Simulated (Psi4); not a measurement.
AlCl$_{2}$, doublet, at a GFN2-xTB geometry (such geometries of metal compounds can be far from the true shape). Base run: CAM-B3LYP/3-21G in Psi4.

The Psi4 input:
```
memory 2 GB

molecule {
0 2
  Al    0.00160221    0.63542259    0.02351302
  Cl    1.85128917   -0.24859337    0.01717242
  Cl   -1.85251440   -0.23731802   -0.03515296
}

set basis 3-21g
set reference uks

energy('cam-b3lyp')
print_variables()
```

The base run was repeated with changes; each row names its change, and settings that it needs were set with it.

| change | ΔE vs base (µEh) | SCF cycles | grid points | basis functions | outcome |
|---|---|---|---|---|---|
| base | 0.0 | 8 | 63887 | 39 | converged |
| dft_radial_scheme = mura | -0.8 | 8 | 65490 | 39 | converged |
| e_convergence = 1e-4 | 0.0 | 8 | 63887 | 39 | converged |
| guess = sadno | 0.0 | 9 | 63887 | 39 | converged |
| level_shift = 0.3 | 0.0 | 8 | 63887 | 39 | converged |
| d_convergence = 1e-8 | 0.0 | 10 | 63887 | 39 | converged |
| basis_guess = true | 0.0 | 1 | 63887 | 39 | converged |
| df_basis_scf = def2-universal-jkfit | 0.0 | 8 | 63887 | 39 | converged |
| scf_type = direct | 218 | 10 | 63887 | 39 | converged |
| scf_type = dfdirj+cosx | - | - | - | - | input refused |
| damping_percentage = 50 | - | - | - | 39 | not converged |
| soscf = true | 0.0 | 6 | 63887 | 39 | converged |
| guess = sap | 0.0 | 8 | 63887 | 39 | converged |

Open shells are given as the SCF converged; they aren't shown to be the lowest states, and a large step between rows can be another state.

- scf_type = dfdirj+cosx: ended with `psi4.driver.p4util.exceptions.ValidationError: SCF: SCF_TYPE (DFDIRJ+COSX) not supported for range-separated functionals, plese use SCF_TYPE = 'DF' to automatically select the correct JK build.`
